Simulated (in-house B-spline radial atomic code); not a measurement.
RPA and G0W0 on LDA VWN5: the rubidium ion Rb⁸⁺

Configuration [Ar] 3d10 4s1, highest spin, mean-field start LDA VWN5. Computed with an all-electron radial atomic-structure program (B-spline basis): all electrons, non-relativistic, point nucleus, each spin shell either full or empty, empty states to l = 9 with an (l + 1/2)⁻⁴ tail; G0W0 by contour deformation at full frequency.

Without relativity these are model numbers: it shifts the levels of so heavy an element strongly and can reorder them.

Command:
```bash
python run_gw.py task.json out
```
Settings (radii: box in bohr, nucleus in fm):
```
Z                        37
electrons                29
configuration            [Ar] 3d10 4s1
hamiltonian              nr
method                   lda,vwn
lmax                     9
spin_polarised           True
box_radius               7.7
intervals                49
ion_configuration        [Ar] 3d10
```

Cost of the run: 2.5 s on 1 thread of Arm Neoverse V2, with other jobs on the host.

Energies (hartree):

| term | value |
| --- | --- |
| mean-field total | -2917.74310 |
| Hartree-Fock functional on these orbitals | -2920.13288 |
| direct second order | -2.4553 |
| second-order exchange | 0.72323 |
| SOSEX correction | 0.67577 |

(1) What is the RPA correlation energy, and what remains with SOSEX?

Quasi-particle levels (eV):

```csv
level,occupied,mean field,Σx - vxc,Σc,QP weight,G0W0
4s up,yes,-142.09,-5.43,?,?,?
3d down,yes,-236.67,-22.51,3.05,0.964,-256.12
3d up,yes,-237.04,-22.49,3.06,0.962,-256.47
3p down,yes,-352.62,-35.09,7.92,0.873,-379.79
4s down,no,-139.42,11.28,-2.98,0.959,-131.12
```

G0W0 = mean field + (Σx - vxc) + Σc, with Σc (partial-wave tail included) taken at the quasi-particle energy. Only the outer levels were computed.

(2) Where does G0W0 put 4s up?

(3) What does it cost to remove one electron (to [Ar] 3d10) by differences of total energies, each species on its own start (correlation terms add to the Hartree-Fock functional)?

## Answers

(1) RPA gives -2.195 hartree (-2.06 eV per electron); RPA + SOSEX gives -1.5192, and the second-order doubles -1.7321 hartree (no singles). RPA lacks exchange-type terms and so overcorrelates at short range.

(2) At -149.61 eV, with Σc = -2.09 eV and a quasi-particle weight of 0.977. The tabulated removal energy is 150.628 ± 0.025 eV (NIST, measured); the calculation leaves out relativity, Breit and QED terms, and what these don't explain is the method's own error.

(3) LDA VWN5 150.05 eV, Hartree-Fock functional 147.08 eV, + RPA 149.07 eV, + RPA + SOSEX 148.19 eV, + second order 148.58 eV. Tabulated: 150.628 ± 0.025 eV (NIST, measured); the calculation leaves out relativity, Breit and QED terms, and what these don't explain is the method's own error.
